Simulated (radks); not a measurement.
The numbers below are computed, except where a source is named.
Q: The mean radii <r> (bohr) of the occupied orbitals of an atom or ion are listed with their occupations. Code: a radial shooting solver on a logarithmic mesh with Libxc functionals. Model: scalar-relativistic Kohn-Sham, SCAN, spin-polarised, spherical densities, finite nucleus; meta-GGA in the generalised Kohn-Sham scheme; Fermi nuclear charge, rms radius of each element as measured or else 0.836 A^(1/3) + 0.57 fm.

orbital  occ.     <r>
1s up       1  0.1580
1s down     1  0.1574
2s up       1  0.8195
2s down     1  0.8384
2p up       3  0.7967
2p down     1  0.8316

Name the element and its charge. Open shells, if any, are filled with parallel spins first.

A: Z = 10, neon, charge +2: Ne2+ in [He] 2s2 2p4. The 1s radius gives Z: for a bare nucleus <r> = (2 gamma + 1)/(2Z) with gamma = sqrt(1 - (Z/c)^2), 0.1497 bohr for Z = 10, and screening makes it slightly larger (0.1580 here). The occupations add up to 8, and the charge is Z minus that.
